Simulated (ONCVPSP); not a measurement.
**P: one change to an ONCV potential, before and after**

```json
{"Element": "P (Z = 15)", "Generator": "ONCVPSP 4.0.1", "Type": "optimised norm-conserving Vanderbilt (ONCV)", "Functional": "LDA (Perdew-Zunger)", "Relativity": "scalar-relativistic", "Frozen core": "[Ne]", "Valence charge": "5", "Reference configuration": "3s2 3p3", "Partial waves": "3s: rc 1.60 bohr, ncon 4, nbas 8, qcut 4.5 1/bohr, 2 projectors, debl 2 Ha; 3p: rc 1.45 bohr, ncon 4, nbas 8, qcut 6.5 1/bohr, 2 projectors, debl 0.4 Ha; d scattering state at 0.04 Ha: rc 1.65 bohr, ncon 5, nbas 8, qcut 6.1 1/bohr, 2 projectors, debl 3.2 Ha", "Local potential": "polynomial inside 1.20 bohr (lpopt 5, dvloc0 0 Ha)", "Core correction": "polynomial model core, fcfact 0.45"}
```

Change: local potential polynomial inside 1.20 bohr (lpopt 5, dvloc0 9 Ha).

Cutoffs: the cutoffs (Ha) at which the residual kinetic energy of the hardest occupied pseudo-wave falls to 1 and 0.1 mHa per electron; they do not see the model core or the augmentation charge, which bear on the density cutoff. Errors are all-electron minus pseudo energies relative to the spin-unpolarised reference configuration.

Problem. Predict the effect on cutoff, ghosts and configuration errors.

Solution. The potential gets neither clearly harder nor softer (9.9 Ha and 36 Ha → 9.9 Ha and 36 Ha); a bound ghost appears in p, which as a rule spoils a file; the errors of the 4 common tests hardly move; the range in which the p phases agree widens (upper end 3.6 → at the end of the scan). In the separable form a ghost depends on how the local part lies against the semilocal potential of the channel, so the choice of the local part can create or remove one.

```tsv
quantity	base	changed
cutoff, loose	9.9 Ha	9.9 Ha
cutoff, tight	36 Ha	36 Ha
bound ghosts	none	p
GHOST(+) flags under 300 eV	s at 139.5 eV	none
error for 3s2 3p2, meV [ΔE 9.82 eV]	+1.0	+1.0
error for 3s2 3p1, meV [ΔE 29.07 eV]	+12	+12
error for 3s2 3p0, meV [ΔE 58.96 eV]	+52	+53
error for 3s1 3p3, meV [ΔE 18.89 eV]	+0.4	+0.3
s: phases at 1.62 bohr within 0.05 rad from the reference energy up to (Ha; the scan ends near 5)	4.1	4.6
p: phases at 1.47 bohr within 0.05 rad from the reference energy up to (Ha; the scan ends near 5)	3.6	to the end of the scan
d: phases at 1.68 bohr within 0.05 rad from the reference energy up to (Ha; the scan ends near 5)	to the end of the scan	to the end of the scan
rms error of d²Exc/dni dnj with the model core, mHa	0.38	0.38
```

Base: The cutoffs count occupied waves only; projector 2 of the d channel, the hardest unoccupied one, needs 46 Ha at the loose tolerance. Changed file: The cutoffs count occupied waves only; projector 2 of the d channel, the hardest unoccupied one, needs 46 Ha at the loose tolerance. A true bound ghost makes a file unfit for plane-wave use even where its test errors are small: the radial tests pick states by their node count and pass the ghost by.
